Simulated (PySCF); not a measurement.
Question: Write Cartesian coordinates for `C1#[N+][AlH2-][O]C=C1` as optimised with PBE0-D3(BJ)/def2-SVP.

Answer: 
```
atom  x, y, z in Å
C1    -0.180    2.627   -0.657
N2     0.339    1.578   -0.573
Al3   -1.230    0.256   -0.840
O4    -2.498    1.606   -1.058
C5    -2.389    2.880   -1.032
C6    -1.198    3.561   -0.825
H7    -1.451   -0.468    0.550
H8    -0.980   -0.473   -2.222
H9    -3.313    3.459   -1.185
H10   -1.091    4.642   -0.800
```

Orientation and origin are arbitrary. Atoms count from 1 in this order. N2 (nitrogen bonded to Al and C) is bent (angle 103.1°). The 6 heavy atoms lie in one plane (0.002 Å rms). The 6-membered ring C1–N2–Al3–O4–C5–C6 has internal angles of 93.9° to 158.7° (sum 720°, against 720° for a flat polygon); it is planar, 0.00 Å rms from its mean plane, widest ring torsion 1°. Al3 (aluminium bonded to N, O and 2 H) has angles from 93.9° to 125.3°.

Bonds between heavy atoms (Å): C1≡N2 1.173, N2–Al3 2.069, Al3–O4 1.865, O4–C5 1.279, C5=C6 1.387, C1–C6 1.393.

Level of theory: PBE0-D3(BJ)/def2-SVP geometry optimisation, gas phase in PySCF 2.14.0.

Point group: Cs (tolerance 0.08 Å). Stationary, but not proved a minimum.

On Arm Neoverse V1, one thread (shared host), this took 39 s wall and 0.44 GiB of memory at its peak. This is the geometry optimisation.
